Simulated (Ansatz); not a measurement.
`O[SiH2]F` + `N=CF` → `F/C=N/[SiH2]F` + H₂O at 600 K and 1 bar (ligand exchange at the Si–O bond).

Program: Ansatz. Geometries: PBE0-D4/def2-TZVP. ΔE: electronic, gas phase. CCSD(T)/CBS is the MP2 limit (def2-TZVPP, def2-QZVPP) plus CCSD(T) − MP2 in def2-TZVPP, frozen cores. This one scheme is used for every species. Each species was taken in one conformer, which may not be the lowest.

```tsv
species	CCSD(T)/CBS energy (Eh)	H − E (kJ/mol)	S (J/(mol·K))
`O[SiH2]F`	-465.96250	127.7	331.4
`N=CF`	-193.72220	115.2	286.5
`F/C=N/[SiH2]F`	-583.28846	166.8	400.4
H₂O	-76.37941	76.8	212.8
```

H − E and S are ideal-gas, rigid-rotor, harmonic terms from PBE0-D4/def2-TZVP, for one conformer and one mirror image of each species. 1 Eh = 2625.50 kJ/mol, R = 8.31446 J/(mol·K).

By hand: ΔE, ΔH, ΔS and ΔG.

ΔE = (-583.28846) + (-76.37941) − (-465.96250) − (-193.72220) = 0.01683 Eh = 44.2 kJ/mol. Δ(H − E) = 166.8 + 76.8 − 127.7 − 115.2 = 0.7, so ΔH = 44.9 kJ/mol. ΔS = 400.4 + 212.8 − 331.4 − 286.5 = -4.7 J/(mol·K). ΔG = 44.9 − 600 × (-4.7)/1000 = 47.7 kJ/mol.

By hand: the equilibrium constant, and the temperature at which ΔG would vanish if ΔH and ΔS stayed fixed.

log₁₀ K = −ΔG/(RT ln 10) = -4.2. ΔH and −TΔS have one sign here, so there is no such temperature. One of them is within its doubt of zero, so this could turn.

The number of gas molecules stays the same, so ΔS is small and ΔH decides. A doubt of 5 kJ/mol in ΔE shifts log₁₀ K by 0.4 here. Other conformers and mirror images would add mixing entropy, several J/(mol·K) or more a flexible species. These are equilibria of isolated gas molecules and say nothing of rates. Largest T1 diagnostic: 0.013 (customary marks: 0.02 for closed shells, 0.045 for open ones).
